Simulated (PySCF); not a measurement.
S²⁺: excitation energy

S²⁺ [Ne] 3s2 3p2 (3P) → S²⁺ [Ne] 3s2 3p1 4s1 (3P), as a difference of total energies. Calculation: PySCF 2.14, in aug-cc-pVQZ-DK; scalar relativity by spin-free X2C-1e. Correlated levels: valence: [Ne] frozen. The calculations carry no spin-orbit coupling.

```csv
method,excitation energy (cm⁻¹)
UHF,144110
LDA,143400
PBE,143650
PBE0,144970
r2SCAN,148190
BHandHLYP,144760
PW91,143870
MP2 (valence),144920
SCS-MP2 (valence),144810
```

A first-order spin-orbit estimate (lowest level to lowest level, LS coupling) adds -0.006 eV.

The promoted electron is Rydberg-like, and one or two diffuse shells describe it only roughly, which tends to raise the upper state.
